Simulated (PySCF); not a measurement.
C2H6N (SMILES [CH2-]NC), charge -1, singlet, at a GFN2-xTB geometry (in this run its highest filled SCF level lies above zero, so its values depend strongly on the basis, on diffuse functions most of all); DF-CAMB3LYP/STO-3G run with PySCF.

Input for PySCF:
```python
from pyscf import gto, scf, dft

mol = gto.Mole()
mol.atom = '''
    C     0.06838840   -0.34344719    1.28001260
    N    -0.02031578    0.57728452    0.03028326
    C    -0.01464409   -0.23244926   -1.15661628
    H     0.07446949    0.42980237    2.12358233
    H    -1.00128293   -0.74920637    1.34561699
    H     0.85112316    1.11606852    0.04720825
    H     0.82050456   -0.96673735   -1.22449252
    H     0.01871469    0.39617056   -2.06419785
    H    -0.94378425   -0.81171072   -1.18007793
'''
mol.basis = 'sto-3g'
mol.charge = -1
mol.verbose = 4
mol.build()

mf = dft.RKS(mol)
mf.xc = 'camb3lyp'
mf = mf.density_fit(auxbasis='def2-universal-jkfit')
mf.kernel()
```

Output, abridged:

```
PySCF version 2.14.0

[INPUT] verbose = 4
[INPUT] num. atoms = 9
[INPUT] num. electrons = 26
[INPUT] charge = -1
[INPUT] spin (= nelec alpha-beta = 2S) = 0
[INPUT] symmetry False subgroup None
[INPUT] Mole.unit = angstrom
[INPUT] Symbol           X                Y                Z      unit          X                Y                Z       unit  Magmom
[INPUT]  1 C      0.068388400000  -0.343447190000   1.280012600000 AA    0.129235346097  -0.649021127351   2.418873249992 Bohr   0.0
[INPUT]  2 N     -0.020315780000   0.577284520000   0.030283260000 AA   -0.038391260207   1.090909638751   0.057227067559 Bohr   0.0
[INPUT]  3 C     -0.014644090000  -0.232449260000  -1.156616280000 AA   -0.027673319443  -0.439265439258  -2.185688000413 Bohr   0.0
[INPUT]  4 H      0.074469490000   0.429802370000   2.123582330000 AA    0.140726940736   0.812208766989   4.012989006666 Bohr   0.0
[INPUT]  5 H     -1.001282930000  -0.749206370000   1.345616990000 AA   -1.892150510902  -1.415794850080   2.542847579662 Bohr   0.0
[INPUT]  6 H      0.851123160000   1.116068520000   0.047208250000 AA    1.608389670674   2.109063839049   0.089210663320 Bohr   0.0
[INPUT]  7 H      0.820504560000  -0.966737350000  -1.224492520000 AA    1.550528902357  -1.826868825888  -2.313955504379 Bohr   0.0
[INPUT]  8 H      0.018714690000   0.396170560000  -2.064197850000 AA    0.035365638606   0.748653857016  -3.900768603416 Bohr   0.0
[INPUT]  9 H     -0.943784250000  -0.811710720000  -1.180077930000 AA   -1.783493753178  -1.533910953174  -2.230024093344 Bohr   0.0

nuclear repulsion = 75.8101551652284
number of shells = 15
number of NR pGTOs = 63
number of NR cGTOs = 21
basis = sto-3g
ecp = {}

******** <class 'pyscf.df.df_jk.DFRKS'> ********
method = DFRKS
initial guess = minao
damping factor = 0
level_shift factor = 0
DIIS = <class 'pyscf.scf.diis.CDIIS'>
diis_start_cycle = 1
diis_space = 8
diis_damp = 0
SCF conv_tol = 1e-09
SCF conv_tol_grad = None
SCF max_cycles = 50
direct_scf = False
XC library pyscf.dft.libxc version 7.1.2
    S. Lehtola, C. Steigemann, M. J. T. Oliveira, and M. A. L. Marques,  SoftwareX 7, 1–5 (2018)
XC functionals = camb3lyp
    T. Yanai, D. P. Tew, and N. C. Handy,  Chem. Phys. Lett. 393, 51 (2004)
radial grids:
    Treutler-Ahlrichs [JCP 102, 346 (1995); DOI:10.1063/1.469408] (M4) radial grids

becke partition: Becke, JCP 88, 2547 (1988); DOI:10.1063/1.454033
pruning grids: <function nwchem_prune>
grids dens level: 3
symmetrized grids: False
atomic radii adjust function: <function treutler_atomic_radii_adjust>
small_rho_cutoff = 0
Set gradient conv threshold to 3.16228e-05
Initial guess from minao.
tot grids = 100992
******** <class 'pyscf.df.df.DF'> ********
auxbasis = def2-universal-jkfit
Create RSH-DF object <pyscf.df.df.DF object> for omega=0.33
******** <class 'pyscf.df.df.DF'> ********
auxbasis = auxmol.basis = def2-universal-jkfit
init E= -132.699968531075
  HOMO = -0.121565215850153  LUMO = 0.267325490480448  gap/eV = 10.58226
cycle= 1 E= -132.468405479113  delta_E= 0.232  |g|= 0.425  |ddm|= 3.56
  HOMO = 0.355999733270887  LUMO = 0.688721607561367  gap/eV = 9.05382
cycle= 2 E= -132.523472428409  delta_E= -0.0551  |g|= 0.195  |ddm|= 0.96
  HOMO = 0.255352942838034  LUMO = 0.687407874429341  gap/eV = 11.75681
cycle= 3 E= -132.536662917257  delta_E= -0.0132  |g|= 0.0206  |ddm|= 0.315
  HOMO = 0.249005121626176  LUMO = 0.689393427973158  gap/eV = 11.98358
cycle= 4 E= -132.536794401621  delta_E= -0.000131  |g|= 0.00835  |ddm|= 0.0391
  HOMO = 0.249913991867813  LUMO = 0.690626522525503  gap/eV = 11.99240
cycle= 5 E= -132.536818658014  delta_E= -2.43e-05  |g|= 0.00064  |ddm|= 0.0132
  HOMO = 0.249910485377107  LUMO = 0.690561843191397  gap/eV = 11.99073
cycle= 6 E= -132.536819008004  delta_E= -3.5e-07  |g|= 0.000172  |ddm|= 0.00295
  HOMO = 0.249942192269943  LUMO = 0.690515211066868  gap/eV = 11.98860
cycle= 7 E= -132.536819020711  delta_E= -1.27e-08  |g|= 4.95e-05  |ddm|= 0.000439
  HOMO = 0.249942631499038  LUMO = 0.690529242629189  gap/eV = 11.98897
cycle= 8 E= -132.536819021895  delta_E= -1.18e-09  |g|= 5.32e-06  |ddm|= 0.000138
  HOMO = 0.249942958661456  LUMO = 0.690528163048082  gap/eV = 11.98893
cycle= 9 E= -132.536819021916  delta_E= -2.12e-11  |g|= 7.52e-07  |ddm|= 2.21e-05
  HOMO = 0.249942941256459  LUMO = 0.690528147363716  gap/eV = 11.98893
Extra cycle  E= -132.536819021917  delta_E= -6.25e-13  |g|= 2.35e-07  |ddm|= 3.04e-06
converged SCF energy = -132.536819021917
```
